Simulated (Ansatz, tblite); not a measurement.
Cost and result up the ladder for BeF3⁻ (4 atoms). Charge -1, multiplicity 1. Geometry: r2SCAN-D4/def2-TZVPD.

```tsv
atom	x (Å)	y (Å)	z (Å)
Be1	0.000	0.000	0.000
F2	1.001	-0.392	1.013
F3	0.134	1.288	-0.711
F4	-1.134	-0.896	-0.302
```

Ansatz on 4 threads of Arm Neoverse V1 on a shared host; xTB runs through tblite on one thread. Times are rough, summed over both states, and most runs start from the orbitals of an earlier one. PBE0-D4/def2-TZVPD serves as the yardstick here, not as an exact answer. The other state is a doublet.

The xTB rows come from tblite. Correlated methods freeze 3 core orbitals. The structure comes from a short search, and lower isomers may exist.

Raw xTB energies of ions are shifted by several eV.

```json
{"level": "GFN1-xTB", "functions": "16", "wall time": "0.004 s"}
{"level": "GFN2-xTB", "functions": "16", "wall time": "0.005 s"}
{"level": "PBE-D4/def2-TZVPD (with forces)", "functions": "142", "wall time": "2.5 s"}
{"level": "PBE0-D4/def2-TZVPD", "functions": "142", "wall time": "2.6 s"}
{"level": "r2SCAN-D4/def2-TZVPD", "functions": "142", "wall time": "3.5 s"}
{"level": "CCSD(T)/def2-TZVPPD", "functions": "142", "wall time": "71 s"}
```

(1) Estimate what each level gives for the vertical IE (eV).

## Answers

(1) 
| level | vertical IE (eV) | difference from PBE0-D4/def2-TZVPD (eV) | remarks |
| --- | --- | --- | --- |
| GFN1-xTB | 10.33 | 3.68 | – |
| GFN2-xTB | 10.41 | 3.76 | – |
| PBE-D4/def2-TZVPD (with forces) | 5.90 | -0.75 | – |
| PBE0-D4/def2-TZVPD | 6.66 | 0.00 | – |
| r2SCAN-D4/def2-TZVPD | 6.17 | -0.49 | – |
| CCSD(T)/def2-TZVPPD | 7.67 | 1.01 | large T1 (doublet) |
